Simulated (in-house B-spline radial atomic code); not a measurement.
Settings and results of a run for the copper ion Cu³⁺. Level of theory: scalar-relativistic (X2C) RPBE, spin-polarised, spherical fractional occupations, Fermi nucleus of rms radius 3.8823 fm; calculated with a radial B-spline atomic code at the basis-set limit.

Command:
```bash
python run_scf.py task.json out
```
Settings (nuclear radius in fm, mass in u):
```
Z                29
configuration    [Ar] 3d8
hamiltonian      x2c
method           rpbe,pbe
spin_polarised   True
nucleus          fermi
rms_radius       3.8823
atomic_mass      62.9296
speed_of_light   137.035999084
```

Output (hartree, bohr):
```
 radial grid: 68 intervals, B-splines of order 8, outer radius 18.6486 bohr

 iter        energy (Eh)    residual
    1       -1638.898780    5.41e-01
    2       -1641.937919    7.18e-01
    3       -1652.114930    9.38e-02
    4       -1652.330949    3.12e-02
    5       -1652.340226    1.05e-02
    6       -1652.341775    6.47e-03
    7       -1652.342874    4.92e-04
    8       -1652.342879    4.91e-06
    9       -1652.342879    3.54e-07
   10       -1652.342879    1.54e-08

 total energy                     -1652.34288
 kinetic                            1680.9078
 electron-nucleus                  -3939.1570
 Hartree                             672.6323
 exchange-correlation                -66.7260

 orbital      occ     eigenvalue          <r>       <r^2>       <1/r>       r_max
 1s up      1.000      -326.7091     0.051776  0.00361882     29.6475     0.03371
 1s down    1.000      -326.7093    0.0517759  0.00361879     29.6476     0.03371
 2s up      1.000       -40.7732     0.234976   0.0652222     6.40405      0.1966
 2s down    1.000       -40.7262     0.234788   0.0651138      6.4096      0.1965
 2p up      3.000       -35.4116     0.206429   0.0522964      6.2137      0.1582
 2p down    3.000       -35.3767     0.206228   0.0521856     6.21842      0.1581
 3s up      1.000        -5.9442     0.704571    0.572623     2.02868      0.6117
 3s down    1.000        -5.8533     0.705927    0.574956      2.0233      0.6122
 3p up      3.000        -4.3660     0.735363     0.63625     1.87272      0.6167
 3p down    3.000        -4.2763     0.737704    0.640679     1.86608      0.6176
 3d up      5.000        -1.8324     0.850247    0.918692     1.53571       0.587
 3d down    3.000        -1.7463     0.864166    0.953971     1.51896      0.5906

 Slater integrals (Eh)
   F0(3p up,3p up)               1.228938
   F2(3p up,3p up)               0.614418
   F0(3p up,3p down)             1.227094
   F2(3p up,3p down)             0.613465
   F0(3p up,3d up)               1.150177
   F2(3p up,3d up)               0.545229
   G1(3p up,3d up)               0.672295
   G3(3p up,3d up)               0.409374
   F0(3p up,3d down)             1.141407
   F2(3p up,3d down)             0.539554
   F0(3p down,3p down)           1.225257
   F2(3p down,3p down)           0.612520
   F0(3p down,3d up)             1.148584
   F2(3p down,3d up)             0.544538
   F0(3p down,3d down)           1.139842
   F2(3p down,3d down)           0.538890
   G1(3p down,3d down)           0.665178
   G3(3p down,3d down)           0.404303
   F0(3d up,3d up)               1.087649
   F2(3d up,3d up)               0.505971
   F4(3d up,3d up)               0.315307
   F0(3d up,3d down)             1.079736
   F2(3d up,3d down)             0.501150
   F4(3d up,3d down)             0.312080
   (list cut)
```

Time taken, with all properties: 0.26 s on 1 thread of Intel(R) Xeon(R) 6975P-C, on a shared host.

One-electron X2C: radii and densities carry no picture-change correction, so inner-shell <1/r> comes out high (for 1s by about 2 % at Z = 33, 5 % at 54, 10 % at 75, 30 % at 118) and <r> low.
